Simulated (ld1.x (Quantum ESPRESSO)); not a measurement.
**An all-electron radial function and its pseudo partner (potassium (K))**

Columns: radius, all-electron u(r) and pseudo u(r) of the 3d shell (level -0.52 eV) of potassium in the configuration [Ne] 3s2 3p6 3d0 4s0 4p1; LDA (PZ), scalar-relativistic, TM semilocal scheme, ld1.x (Quantum ESPRESSO) 7.5.

```csv
r (bohr),all-electron,pseudo
0.210,0.0278,0.0016
0.420,0.0953,0.0125
0.630,0.1604,0.0389
0.840,0.2096,0.0822
1.050,0.2430,0.1386
1.260,0.2643,0.1999
1.470,0.2778,0.2566
1.680,0.2863,0.3012
1.890,0.2918,0.3297
2.100,0.2954,0.3427
2.310,0.2978,0.3437
2.520,0.2994,0.3372
2.730,0.3007,0.3278
2.940,0.3019,0.3188
3.150,0.3032,0.3121
3.360,0.3047,0.3085
3.570,0.3064,0.3075
3.780,0.3084,0.3086
3.990,0.3105,0.3105
4.200,0.3127,0.3127
4.410,0.3148,0.3148
4.620,0.3168,0.3168
4.830,0.3186,0.3186
5.040,0.3200,0.3200
5.250,0.3211,0.3211
5.460,0.3219,0.3219
```

(1) How many radial nodes do the two functions have?

(2) At about which radius was the pseudo-wave matched?

(3) Is the pseudo-wave norm-conserving?

## Answers

(1) The all-electron 3d function has n − l − 1 = 0; the pseudo-wave has 0.

(2) 4.20 bohr. The columns agree to 0.0005 from 3.78 bohr on; several derivatives are matched, so the curves merge somewhat inside the radius.

(3) Yes: the TM semilocal scheme keeps the norm inside the radius equal to the all-electron one, which fixes the energy derivative of the logarithmic derivative at the level.
